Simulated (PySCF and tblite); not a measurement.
The numbers below are computed, except where a source is named.
System: C7H8, numbered as in [CH:1]1=[CH:2][CH:3]=[CH:4][CH2:5][CH:6]=[CH:7]1.

Geometries: B3LYP-D3(BJ)/def2-SVP; energies: PBE0/pcSseg-1 + D3(BJ), IEF-PCM dimethylsulfoxide; zero-point and thermal terms from GFN2-xTB harmonic modes (soft modes blended into free rotors). Rates follow Eyring's equation with the number of equivalent paths and no tunnelling. Run with tblite and PySCF.

Tunnelling of the moving H, left out here, will speed the real process.

Question: Estimate the barrier and the room-temperature rate of the shift of H on C5 from C5 to C1.

Answer: The electronic barrier is 37.3 kcal/mol and ΔG‡(298 K) 34.7 kcal/mol, over a Cs saddle with an imaginary mode of 1409i cm⁻¹ (GFN2-xTB). With 2 equivalent paths, k is 4.5×10⁻¹³ s⁻¹, a mean lifetime of the start of 7×10⁴ years against this motion.
